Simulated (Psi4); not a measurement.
C2H6Be, singlet, at a GFN2-xTB geometry (such geometries of metal compounds can be far from the true shape). Base run: Psi4 with B3LYP/6-311G**.

Input for Psi4:
```
memory 2 GB

molecule mol {
0 1
  Be    0.007439    0.001798   -0.020084
  C     1.343258    0.169613   -1.098410
  H     2.062860   -0.647992   -1.043150
  H     1.939407    1.068895   -0.940478
  H     1.058887    0.212014   -2.150435
  C    -1.337441   -0.187255    1.043311
  H    -1.907740   -1.101152    0.872912
  H    -2.076415    0.611892    0.975924
  H    -1.071648   -0.224685    2.100242
}

set basis 6-311g**
set reference rks

energy('b3lyp')
print_variables()
```

Variants of this job, named by their change:

```
change                                                             basis functions     E (Eh)  dipole (D)
-----------------------------------------------------------------  ---------------  ---------  ----------
base                                                                            90  -94.61547        0.02
basis = cc-pVDZ-DK; relativity = none (with scf_type pk)                        72  -94.58331        0.01
basis = cc-pVDZ-DK; relativity = spin-free X2C (with scf_type pk)               72  -94.61690        0.01
basis = cc-pVTZ-DK; relativity = none (with scf_type pk)                       174  -94.62378        0.02
basis = cc-pVTZ-DK; relativity = spin-free X2C (with scf_type pk)              174  -94.65725        0.02
```

Total energies compare only within one method and basis.

Basis sets contracted for a relativistic Hamiltonian are a mismatch without it, so the rows without relativity aren't non-relativistic limits. No row has spin-orbit coupling; sets with core potentials leave out the core electrons.
